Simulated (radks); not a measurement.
The oxygen anion O2-, [Ne], held by a Watson sphere: a shell of charge +2 at radius R that stands for the Madelung well of a crystal (potential energy -2/R inside, -2/r outside, in hartree with lengths in bohr). All-electron calculation, scalar-relativistic Kohn-Sham, r2SCAN, spin-polarised, spherical densities, finite nucleus; meta-GGA in the generalised Kohn-Sham scheme; Fermi nuclear charge, rms radius of each element as measured or else 0.836 A^(1/3) + 0.57 fm. Program: a radial shooting solver on a logarithmic mesh with Libxc functionals.

\begin{tabular}{lrrrrrr}
R (bohr) & e(1s) (eV) & e(2s) (eV) & e(2p) (eV) & <r> 2p (bohr) & sum of <r^2> (bohr^2) & X-ray form factor at sin(theta)/lambda = 0.2 1/angstrom \\ \hline
2.04 & -513.98 & -23.190 & -7.900 & 1.489 & 21.52 & 6.097 \\
2.55 & -513.60 & -21.227 & -6.215 & 1.598 & 24.94 & 5.898 \\
2.59 & -513.56 & -21.100 & -6.100 & 1.606 & 25.20 & 5.887 \\
2.65 & -513.50 & -20.916 & -5.931 & 1.617 & 25.61 & 5.871 \\
2.99 & -513.12 & -20.004 & -5.072 & 1.682 & 27.91 & 5.797 \\
3.06 & -513.04 & -19.841 & -4.914 & 1.695 & 28.40 & 5.786 \\
3.81 & -512.27 & -18.497 & -3.547 & 1.824 & 33.86 & 5.711 \\
3.83 & -512.25 & -18.469 & -3.518 & 1.827 & 34.02 & 5.710 \\
3.95 & -512.14 & -18.310 & -3.348 & 1.847 & 34.96 & 5.704 \\
\end{tabular}
